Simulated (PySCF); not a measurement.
## Electron correlation in Si³⁺ (silicon, charge +3)

[Ne] 3s1, 2S determinant. Computed with PySCF 2.14 in aug-cc-pwCVDZ, with the non-relativistic Hamiltonian (point nucleus). Frozen: 1s2; 9 electrons correlated.

MP2 pair energies summed by pair of shells (mhartree):

```
 pair  energy  share (%)
2p-2p  -92.32       69.7
2s-2p  -24.50       18.5
2p-3s  -10.01        7.6
2s-2s   -4.69        3.5
2s-3s   -0.84        0.6
```

Total MP2 correlation energy: -132.36 mhartree.

Same-spin part -38.48 and opposite-spin part -93.88 mhartree; SCS-MP2 scales them by 1/3 and 6/5 to -125.48 mhartree.
